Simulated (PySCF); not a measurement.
Mg(SH)(SeH) (H2MgSSe), SMILES [SH][Mg][SeH]. Heavy atoms are numbered as in [Mg:1]([SH:2])[SeH:4]. Hydrogens are named by the atom that carries them.

The structure is a stationary point at PBE0-D3(BJ)/def2-TZVP. The values are those of a single conformer.

The numbers are results of HF/def2-TZVPD (PySCF), not measurements.

Mulliken values depend strongly on the basis, most of all with diffuse functions as here. ESP charges are fitted to the potential on shells at 1.4 to 2.0 van der Waals radii. Atomic charges (e), one atom of each kind:

| atom | ESP fit | Mulliken | meta-Löwdin |
|---|---|---|---|
| Mg1 | 0.79 | 0.93 | 1.41 |
| S2 (SH) | -0.54 | -0.74 | -0.79 |
| H on S2 | 0.13 | 0.23 | 0.07 |
| Se4 (SeH) | -0.48 | -0.56 | -0.72 |
| H on Se4 | 0.09 | 0.15 | 0.03 |
